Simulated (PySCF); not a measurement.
**Telling isomers of C$_{5}$H$_{6}$F$_{3}$N apart by NMR**

Computed data (PySCF 2.14.0 with density-fitted response routines): σ from GIAO-PBE0/pcSseg-1, structure optimised with GFN2-xTB, J: B3LYP/pcJ-1 (spin–dipole term left out of most H,H and C,H couplings). One averaged value for each set of equivalent atoms, single conformer, in vacuum, non-relativistic Hamiltonian.

Referencing at the same level of theory: ¹H, ¹³C against TMS. Multiplet labels drop J under 1 Hz and among equivalent protons, and merge close values. Unscaled 3J(H,H) run several per cent high. Vicinal couplings that depend on rotamer populations or ring flexing (ring, CH–CH, X–H and H–F types) are those of the one conformer. One-bond C–F couplings are unscaled and too large by tens of Hz. Shifts are as computed. Against solution values, carbons near 30 ppm lie about +3 ppm off and those near 130 ppm about +5 ppm. Of 1211 compounds with measured shifts, 218 miss one by over three times the rms of a fit or turn the order of signals round; such compounds aren't used in these exercises. OH and NH positions are gas-phase values without hydrogen bonding to other molecules.

(1) Tabulate the signals of `N[C@@H]1CC=C1C(F)(F)F`, `[H]/N=C1\CC[C@H]1C(F)(F)F` and their relative energies.

(2) What is the quickest way to tell N[C@@H]1CC=C1C(F)(F)F from [H]/N=C1\CC[C@H]1C(F)(F)F?

Answers

(1) 
```json
{"SMILES": "N[C@@H]1CC=C1C(F)(F)F", "carbon types": "2×C 2×CH 1×CH2", "δC": "149.3, 148.2, 128.9, 58.3, 44.6", "δH": "6.76 (qt, 1H), 4.25 (ddq, 1H), 2.78 (m, 1H), 1.82 (dqt, 1H), 0.93 (br s, 2H)", "E rel. (kcal/mol)": "13.2"}
{"SMILES": "[H]/N=C1\\CC[C@H]1C(F)(F)F", "carbon types": "2×C 1×CH 2×CH2", "δC": "177.3, 135.2, 56.6, 39.1, 14.6", "δH": "11.20 (br s, 1H), 3.59 (m, 1H), 2.97 (m, 1H), 2.71 (m, 1H), 2.15 (m, 1H), 2.14 (m, 1H)", "E rel. (kcal/mol)": "0.0"}
```

Energies are electronic energies at PBE0/pcSseg-1 on these geometries, without zero-point or thermal terms, each for the one conformer computed, which needn't be the lowest.

(2) Both give the same number of carbon signals, but DEPT or the intensities differ. The first has an alkene CH at 148.2 ppm, the second an sp3 CH2 in a ring at 14.6 ppm. Their most deshielded carbons lie at 149.3 and 177.3 ppm. In the proton spectra the most deshielded non-exchanging signals are 6.76 (qt, J = 2.2, 1.8 Hz, 1H) and 3.59 (m, 1H).
